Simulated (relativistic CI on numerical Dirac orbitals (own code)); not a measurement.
## One change at a time: Os31+

Base calculation: Dirac-Coulomb-Breit CI, KLI orbitals optimised for each configuration, model QED (radiative potential, 1s self-energy scaled to tabulated hydrogen-like ionisation energies), unscaled Slater integrals.

CI space (outside the closed core [Ar] 3d10): 4s²4p⁶4d⁹, 4s²4p⁵4d¹⁰, 4s²4p⁶4d⁸4f, 4s4p⁶4d¹⁰, 4s²4p⁵4d⁹4f, 4s4p⁶4d⁹4f, 4s²4p⁶4d⁸5s, 4s²4p⁶4d⁷4f5s, 4s²4p⁶4d⁸5p, 4s²4p⁶4d⁸5d, 4s²4p⁵4d⁹5s, 4s²4p⁶4d⁷5s², 4s²4p⁶4d⁶4f5s², 4s²4p⁵4d⁷4f5s², 4s4p⁶4d⁷4f5s². Double excitations out of closed p, d and f shells are left out; levels of such configurations are missing from the list, as are those of other unlisted configurations, and high levels can miss mixing partners.

Variants: (1) valence Slater integrals scaled by 0.9; (2) Breit term removed; (3) one mean potential for all configurations. Shifts of the energy above 4s²4p⁶4d⁹ ²D5/2, in cm⁻¹, for the lowest level and the first level of each name with at least 55 % of one term (blank where a level changes its place among those of its configuration and J or its character, or is not in the variant):

```tsv
Level	Base	Δ(1)	Δ(2)	Δ(3)
4s²4p⁶4d⁹ ²D5/2	0	0	0	0
4s²4p⁶4d⁹ ²D3/2	155056	-212	+3126	+6
4s²4p⁵4d¹⁰ ²P°3/2	1544240	+14211	+6269	-623
4s²4p⁶4d⁸4f ⁴I°15/2	1676128	+4089	+6260	-1042
4s²4p⁶4d⁸4f ⁴H°13/2	1692251	+2744	+5860	-1036
4s²4p⁶4d⁸4f ⁴F°3/2	1759663		+5639	-1059
4s²4p⁶4d⁸4f ⁴I°11/2	1803933	+2898	+7166	-1050
4s²4p⁶4d⁸4f ²K°13/2	1821835	+1519	+8021	-1054
4s²4p⁶4d⁸4f ²K°15/2	1857221	+1000	+9849	-1066
4s²4p⁶4d⁸4f ²I°11/2	1894915	-6096	+7114	-1026
```

At this charge energies of transitions that change n are usually good to better than 1 %, and those within a shell (Δn = 0) to a few per cent.

Ionisation energy from the two ground configurations alone: base 1311.15 eV; valence Slater integrals scaled by 0.9 1311.43 eV; Breit term removed 1311.73 eV. The NIST ASD value (theoretical) is 1311 eV.

LS names give the leading component of a level, which can be under half, so a name can repeat, a term be missing and a line seem to break the LS rules.
